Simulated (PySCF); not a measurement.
H₆NSi₂, SMILES [SiH3][N][SiH3], multiplicity 2. Atoms are numbered in the order given.

```xyz
9

Si     0.0026     0.0787     1.6353
N      0.0192    -0.4984     0.0000
Si     0.0026     0.0787    -1.6353
H     -1.4034    -0.1027     2.1136
H      0.9116    -0.7686     2.4600
H      0.3880     1.5135     1.8161
H      0.3880     1.5135    -1.8161
H     -1.4034    -0.1027    -2.1136
H      0.9116    -0.7686    -2.4600
```
Charge 0, spin multiplicity 2.

Geometry optimised at B3LYP-D3(BJ)/def2-SVP. The isomer is the one that the SMILES or the coordinates give; other isomers of the formula were not compared.

Method: PySCF with PBE/pcH-1.

Unrestricted Kohn–Sham, ⟨S²⟩ = 0.753. Hyperfine tensors hold the contact and dipolar terms, without spin-orbit corrections.

Computed hyperfine couplings:
| nucleus | A(iso) (MHz) | A(iso) (G) | dipolar principal values (MHz) |
|---|---|---|---|
| 29Si no. 1 | 41.5 | 14.8 | -1.7, -0.2, 1.9 |
| 14N no. 2 | 19.9 | 7.1 | -36.5, -35.8, 72.2 |
| 29Si no. 3 | 41.5 | 14.8 | -1.7, -0.2, 1.9 |
| 1H no. 4 | 140.3 | 50.1 | -4.1, -0.9, 5.1 |
| 1H no. 5 | 69.4 | 24.8 | -3.5, -1.9, 5.4 |
| 1H no. 6 | 2.3 | 0.8 | -2.8, -2.4, 5.2 |
| 1H no. 7 | 2.3 | 0.8 | -2.8, -2.4, 5.2 |
| 1H no. 8 | 140.3 | 50.1 | -4.1, -0.9, 5.1 |
| 1H no. 9 | 69.4 | 24.8 | -3.5, -1.9, 5.4 |

Question: And the g tensor (effective nuclear charges for spin-orbit coupling, GIAO)? (Estimate from the structure and the level; the computed values follow.)

Answer: principal values 2.0022, 2.0050, 2.0146; isotropic 2.0073.
